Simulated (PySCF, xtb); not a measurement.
Si(H)(F)(vinyl)2 (C4H7FSi), SMILES C=C[SiH](C=C)F. One conformer was computed; it need not be the lowest.

Harmonic wavenumbers (cm⁻¹) from GFN2-xTB (xtb 6.7.1) at its own minimum, in rising order: 19, 54, 121, 160, 189, 302, 379, 451, 523, 632, 655, 678, 761, 809, 922, 923, 1008, 1014, 1026, 1030, 1269, 1279, 1418, 1423, 1662, 1671, 2286, 3027, 3033, 3074, 3077, 3100, 3110.

Problem. What does PBE0-D3(BJ)/def2-SVP in PySCF give at its own minimum? (An estimate is asked for; the answer gives what the named calculation found.)

Solution. 71, 82, 163, 195, 219, 307, 423, 506, 555, 674, 735, 818, 831, 899, 1002, 1004, 1006, 1011, 1042, 1045, 1271, 1274, 1416, 1421, 1685, 1687, 2242, 3138, 3142, 3162, 3165, 3234, 3244. Paired by order, the mean absolute difference is 51 cm⁻¹ and the zero-point energies are 58.7 and 61.0 kcal/mol.
